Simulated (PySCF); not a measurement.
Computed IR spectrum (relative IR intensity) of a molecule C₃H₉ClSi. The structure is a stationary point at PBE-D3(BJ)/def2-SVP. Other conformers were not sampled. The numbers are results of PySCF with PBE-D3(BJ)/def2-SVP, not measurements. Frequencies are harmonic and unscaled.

```tsv
ν (cm⁻¹)	relative intensity
224	2.8
476	11
622	7.5
744	12
838	100
1215	20
1223	2.0
1383	2.6
1395	2.2
2973	2.0
3071	3.4
3084	2.3
```

Task: Which molecule gave these data?
A. CC[Si@H](C)Cl
B. C[Si](C)(C)Cl
C. CC(C)[SiH2]Cl
D. C[SiH2]CCCl

Result: B, C[Si](C)(C)Cl
